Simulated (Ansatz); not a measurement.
`[OH][Al]([Cl])[Br]` + CH₃OH → `C[O][Al]([OH])[Cl]` + HBr at 500 K and 1 bar (ligand exchange at the Al–Br bond).

Gas-phase electronic energies from Ansatz, PBE0-D4/def2-TZVP geometries. CBS: MP2 limit from def2 TZ/QZ plus the TZ coupled-cluster correction, frozen cores. This one scheme is used for every species. For Br outer-core shells are correlated without core-valence functions, which leaves a few kJ/mol of doubt a bond. Scalar relativity is left out up to krypton. Each species was taken in one conformer, which may not be the lowest.

```tsv
species	CCSD(T)/CBS energy (Eh)	H − E (kJ/mol)	S (J/(mol·K))
`[OH][Al]([Cl])[Br]`	-3351.09145	78.7	379.4
CH₃OH	-115.61712	157.0	265.4
`C[O][Al]([OH])[Cl]`	-892.77869	197.9	424.8
HBr	-2573.91920	30.5	213.7
```

H − E and S are ideal-gas, rigid-rotor, harmonic terms from PBE0-D4/def2-TZVP, for one conformer and one mirror image of each species. 1 Eh = 2625.50 kJ/mol, R = 8.31446 J/(mol·K).

Q: By hand: ΔE, ΔH, ΔS and ΔG.

A: ΔE = (-892.77869) + (-2573.91920) − (-3351.09145) − (-115.61712) = 0.01068 Eh = 28.0 kJ/mol. Δ(H − E) = 197.9 + 30.5 − 78.7 − 157.0 = -7.3, so ΔH = 20.7 kJ/mol. ΔS = 424.8 + 213.7 − 379.4 − 265.4 = -6.3 J/(mol·K). ΔG = 20.7 − 500 × (-6.3)/1000 = 23.8 kJ/mol.

Q: By hand: the equilibrium constant, and the temperature at which ΔG would vanish if ΔH and ΔS stayed fixed.

A: log₁₀ K = −ΔG/(RT ln 10) = -2.5. ΔH and −TΔS have one sign here, so there is no such temperature.

The number of gas molecules stays the same, so ΔS is small and ΔH decides. A doubt of 5 kJ/mol in ΔE shifts log₁₀ K by 0.5 here. Other conformers and mirror images would add mixing entropy, several J/(mol·K) or more a flexible species. These are equilibria of isolated gas molecules and say nothing of rates. Largest T1 diagnostic: 0.011 (customary marks: 0.02 for closed shells, 0.045 for open ones).

ΔS is within the doubt of such terms, so its sign, and with it that verdict, could turn.
